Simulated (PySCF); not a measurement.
**NMR parameters of [InH4]-**

[InH4]-, [H4In]-, point group Td.

Geometry:
| atom | x (Å) | y (Å) | z (Å) |
| --- | --- | --- | --- |
| In1 | 0.000 | 0.000 | 0.000 |
| H2 | 0.022 | -0.037 | 1.791 |
| H3 | 1.680 | -0.006 | -0.621 |
| H4 | -0.835 | 1.484 | -0.555 |
| H5 | -0.867 | -1.441 | -0.615 |

Total charge -1.

GIAO calculations in PySCF 2.14.0 with density-fitted response routines on the PBE0-D3(BJ)/def2-SVP structure: isolated species, scalar relativity only through the core potential, equivalent atoms averaged; basis pcSseg-1 (def2-TZVP on In).

(1) Give the isotropic shieldings (ppm) with KT2, PBE0.

(2) And the chemical shifts, against references computed in the same way?

Results:

(1) 
| atoms | environment | KT2 | PBE0 |
| --- | --- | --- | --- |
| H2/H3/H4/H5 | hydrogen on a In | 27.59 | 27.76 |
| HOMO–LUMO gap (eV) | – | 5.84 | 7.32 |

(2) 
```
      atoms  nucleus, reference   KT2  PBE0
H2/H3/H4/H5             ¹H, TMS  3.58  3.51
```

In is described by an effective core potential, so it has no shielding of its own here; spin–orbit effects on the atoms bonded to it, which can be large, are absent, and the values of these neighbours are rough.
